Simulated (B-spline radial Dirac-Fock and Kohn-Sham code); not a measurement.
ΔSCF core binding energies without Breit or QED terms, calculated with a radial B-spline solver.

A sound run for the free holmium atom, configuration [Xe] 4f11 6s2: The ground state converged in 11 iterations, with total energy -12621.37679 Ha, virial ratio 1.90915 and highest orbital energy -5.17 eV. ΔSCF binding energies: K (1s) 55867.5 eV, L3 (2p3/2) 8091.6 eV, M5 (3d5/2) 1355.0 eV.

A second run, with one unsound setting: The ground state converged in 18 iterations, with total energy -15264.15629 Ha, virial ratio 1.25034 and highest orbital energy -3.12 eV. ΔSCF binding energies: K (1s) 25185.6 eV, L3 (2p3/2) 8774.1 eV, M5 (3d5/2) 1190.9 eV.

```
iter   energy (Ha)        error
   1   -15183.46285219  1.69e+01
   2   -15170.25250288  2.08e+00
   3   -15254.76656453  7.04e-01
   4   -15263.32351346  2.67e-01
   5   -15263.51358910  2.12e-01
   6   -15217.51679480  8.13e-01
   7   -15263.61938837  1.31e-01
   8   -15263.78228688  9.83e-02
   9   -15264.13764525  2.40e-02
  17   -15264.15629339  1.06e-06
  18   -15264.15629339  1.94e-07
```

Question: Which fault fits the second run best?
A. too few quadrature points
B. spline order too low
C. speed of light below Z
D. nuclear radius in wrong units

Answer: C. The input had c_factor = 0.3329: c_factor makes c so small that Zα exceeds 1, so any numbers that come out have no meaning.
